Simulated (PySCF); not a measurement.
C3H9Al, charge -1, doublet, geometry from GFN2-xTB (such geometries of metal compounds can be far from the true shape) (a state made from the parent by changing its charge; the spin is typed, not shown lowest) (in this run its highest filled SCF level lies above zero, so its values depend strongly on the basis, on diffuse functions most of all), with bond 12-10 at 1.3 times its length; PySCF with PBE0/STO-3G.

Input for PySCF:
```python
from pyscf import gto, scf, dft

mol = gto.M(
    atom='''
Al   -0.31345568    0.26070650    0.46689355
C    -1.20837662   -1.44885398   -0.32477592
H    -0.65953292   -1.91921404   -1.15429636
H    -2.21794573   -1.24969512   -0.71502619
H    -1.33776513   -2.24023004    0.42899583
C    -0.03834955    1.50164128   -1.18677467
H     0.51711093    1.04796697   -2.02116991
H     0.51066905    2.42102643   -0.93280851
H    -0.99227817    1.84111055   -1.61801717
C     1.61529581   -0.35933302    0.96256457
H     2.24295330    0.47155375    1.31874227
H     2.34955172   -0.96279115   -0.10634772
H     1.62018668   -1.09889706    1.77755562
''',
    basis='sto-3g',
    charge=-1,
    spin=1,
    verbose=4,
)

mf = dft.UKS(mol)
mf.xc = 'pbe0'
mf.conv_tol_grad = 1e-3
mf.kernel()
```

The log (banner, timings and long lists left out):

```
PySCF version 2.14.0

[INPUT] verbose = 4
[INPUT] num. atoms = 13
[INPUT] num. electrons = 41
[INPUT] charge = -1
[INPUT] spin (= nelec alpha-beta = 2S) = 1
[INPUT] symmetry False subgroup None
[INPUT] Mole.unit = angstrom
[INPUT] Symbol           X                Y                Z      unit          X                Y                Z       unit  Magmom
[INPUT]  1 Al    -0.313455680000   0.260706500000   0.466893550000 AA   -0.592345387389   0.492663883894   0.882300938826 Bohr   0.0
[INPUT]  2 C     -1.208376620000  -1.448853980000  -0.324775920000 AA   -2.283500867128  -2.737937216686  -0.613737540654 Bohr   0.0
[INPUT]  3 H     -0.659532920000  -1.919214040000  -1.154296360000 AA   -1.246336588935  -3.626788910020  -2.181303986982 Bohr   0.0
[INPUT]  4 H     -2.217945730000  -1.249695120000  -0.715026190000 AA   -4.191309988849  -2.361581516005  -1.351203670991 Bohr   0.0
[INPUT]  5 H     -1.337765130000  -2.240230040000   0.428995830000 AA   -2.528009714693  -4.233421231623   0.810684627280 Bohr   0.0
[INPUT]  6 C     -0.038349550000   1.501641280000  -1.186774670000 AA   -0.072470146500   2.837690756541  -2.242679097871 Bohr   0.0
[INPUT]  7 H      0.517110930000   1.047966970000  -2.021169910000 AA    0.977198033719   1.980370560890  -3.819457581112 Bohr   0.0
[INPUT]  8 H      0.510669050000   2.421026430000  -0.932808510000 AA    0.965024644792   4.575076893033  -1.762752610564 Bohr   0.0
[INPUT]  9 H     -0.992278170000   1.841110550000  -1.618017170000 AA   -1.875133980685   3.479194704547  -3.057609316144 Bohr   0.0
[INPUT] 10 C      1.615295810000  -0.359333020000   0.962564570000 AA    3.052466691057  -0.679040995313   1.818983414510 Bohr   0.0
[INPUT] 11 H      2.242953300000   0.471553750000   1.318742270000 AA    4.238567447189   0.891107440512   2.492061719187 Bohr   0.0
[INPUT] 12 H      2.349551720000  -0.962791150000  -0.106347720000 AA    4.440009266301  -1.819411588655  -0.200968064772 Bohr   0.0
[INPUT] 13 H      1.620186680000  -1.098897060000   1.777555620000 AA    3.061709095868  -2.076614482490   3.359093292981 Bohr   0.0

nuclear repulsion = 145.996176425505
number of shells = 23
number of NR pGTOs = 99
number of NR cGTOs = 33
basis = sto-3g
ecp = {}

******** <class 'pyscf.dft.uks.UKS'> ********
method = UKS
initial guess = minao
damping factor = 0
level_shift factor = 0
DIIS = <class 'pyscf.scf.diis.CDIIS'>
diis_start_cycle = 1
diis_space = 8
diis_damp = 0
SCF conv_tol = 1e-09
SCF conv_tol_grad = 0.001
SCF max_cycles = 50
direct_scf = True
direct_scf_tol = 1e-13
number electrons alpha = 21  beta = 20
XC library pyscf.dft.libxc version 7.1.2
    S. Lehtola, C. Steigemann, M. J. T. Oliveira, and M. A. L. Marques,  SoftwareX 7, 1–5 (2018)
XC functionals = pbe0
    C. Adamo and V. Barone,  J. Chem. Phys. 110, 6158 (1999)
    M. Ernzerhof and G. E. Scuseria,  J. Chem. Phys. 110, 5029 (1999)
radial grids:
    Treutler-Ahlrichs [JCP 102, 346 (1995); DOI:10.1063/1.469408] (M4) radial grids

becke partition: Becke, JCP 88, 2547 (1988); DOI:10.1063/1.454033
pruning grids: <function nwchem_prune>
grids dens level: 3
symmetrized grids: False
atomic radii adjust function: <function treutler_atomic_radii_adjust>
small_rho_cutoff = 0
tot grids = 149808
init E= -356.91275831044

cycle= 1 E= -357.260184440428  delta_E= -0.347  |g|= 0.402  |ddm|= 2.88
cycle= 2 E= -357.283395189533  delta_E= -0.0232  |g|= 0.361  |ddm|= 1.03
cycle= 3 E= -357.368745233555  delta_E= -0.0854  |g|= 0.0302  |ddm|= 0.496
cycle= 4 E= -357.369399294807  delta_E= -0.000654  |g|= 0.0104  |ddm|= 0.0638
cycle= 5 E= -357.369477202737  delta_E= -7.79e-05  |g|= 0.00322  |ddm|= 0.021
cycle= 6 E= -357.369486749263  delta_E= -9.55e-06  |g|= 0.00053  |ddm|= 0.00656
cycle= 7 E= -357.369487313441  delta_E= -5.64e-07  |g|= 0.000162  |ddm|= 0.00211
cycle= 8 E= -357.369487372397  delta_E= -5.9e-08  |g|= 4.72e-05  |ddm|= 0.000667
cycle= 9 E= -357.36948737713  delta_E= -4.73e-09  |g|= 1.56e-05  |ddm|= 0.000159
cycle= 10 E= -357.369487377886  delta_E= -7.56e-10  |g|= 5.51e-06  |ddm|= 6.84e-05
Extra cycle  E= -357.369487377963  delta_E= -7.76e-11  |g|= 3.1e-06  |ddm|= 1.69e-05
converged SCF energy = -357.369487377963  <S^2> = 0.75075467  2S+1 = 2.0007545
```
